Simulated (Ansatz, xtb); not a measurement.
# C3H8ClPSi2: which of two isomers lies lower

We compare a, `C#CC[Si@]([SiH3])(P)Cl`, a singlet, with b, `C#CC[Si@@H](Cl)P[SiH3]`, a singlet. Both are isolated molecules in the gas phase, relaxed with PBE0-D3(BJ)/def2-SVP, each in the lowest conformer that the search found.

Question: Estimate E(b) − E(a) at the level CCSD(T)/def2-SVP + ΔMP2/def2-TZVPP.

Answer: Calculated at CCSD(T)/def2-SVP + ΔMP2/def2-TZVPP: E(b) − E(a) = −5.4 kcal/mol, so structure b lies lower.

Level by level:

```tsv
level	geometry	E(b) − E(a) (kcal/mol)	departure from the last row (kcal/mol)	job, with rough time for the two
GFN2-xTB	GFN2-xTB	−12.8	−7.4	optimisation, 0.32 s
HF/STO-3G	GFN2-xTB	−1.0	+4.3	single point, 0.4 s
r2SCAN-D4/def2-SVP	GFN2-xTB	−5.2	+0.2	single point, 2.3 s
PBE0-D3(BJ)/def2-SVP	PBE0-D3(BJ)/def2-SVP	−4.7	+0.7	optimisation, 46 s
HF/def2-SVP	PBE0-D3(BJ)/def2-SVP	−5.6	−0.2	part of the CCSD(T) run
MP2/def2-SVP	PBE0-D3(BJ)/def2-SVP	−6.0	−0.6	part of the CCSD(T) run
CCSD(T)/def2-SVP	PBE0-D3(BJ)/def2-SVP	−4.8	+0.6	single point
CCSD(T)/def2-SVP + ΔMP2/def2-TZVPP	PBE0-D3(BJ)/def2-SVP	−5.4		single point, 30 s
```

As drawn, b has 1 P–Si, 1 Si–H in place of 1 Si–Si, 1 P–H.

None of the levels shown reverses the order. The largest departure from CCSD(T)/def2-SVP + ΔMP2/def2-TZVPP is that of GFN2-xTB, 7.4 kcal/mol. The last row adds to CCSD(T) the change of the MP2 difference between the two basis sets, here −0.6 kcal/mol.

With thermal terms from frequencies at re-optimised GFN2-xTB minima (ideal gas, soft modes damped towards free rotors, one conformer each, 298.15 K, 1 atm): on the last row, ΔE + ΔZPE = −5.0, ΔH = −5.5, ΔG = −4.1 kcal/mol.

The correlated steps freeze 23 core orbitals. Programs: Ansatz 0.2.0, xtb 6.7.1; the last row on 4 threads of Intel(R) Xeon(R) 6975P-C (Granite Rapids) on a shared host.
